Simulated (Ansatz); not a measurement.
Isolated molecules relaxed with PBE0-D4/def2-TZVP in Ansatz; ΔE leaves out vibrations. CCSD(T)/CBS is the MP2 limit (def2-TZVPP, def2-QZVPP) plus CCSD(T) − MP2 in def2-TZVPP, frozen cores. DFT in def2-TZVPP. Each species was taken in one conformer, which may not be the lowest.

Consider the redistribution: `CB[SiH](O)Cl` + `N[SiH2][AlH2]` → `N[SiH](O)Cl` + `CB[SiH2][AlH2]`.

CCSD(T)/CBS gives -56.1 kJ/mol.

Another level gave -57.5 kJ/mol. Which?
A. PBE-D4/def2-TZVPP
B. SCS-MP2/def2-TZVPP
C. r2SCAN-D4/def2-TZVPP
D. HF/def2-TZVPP

A. PBE-D4 -57.5, r2SCAN-D4 -61.9, HF/def2-TZVPP -46.3, SCS-MP2/def2-TZVPP -51.9 kJ/mol.

Largest T1 diagnostic among the species: 0.014.

In def2-TZVPP, CCSD(T) changes the Hartree–Fock value by −10.2 kJ/mol (the triples alone add −1.9 kJ/mol) and MP2 by −10.6 kJ/mol.
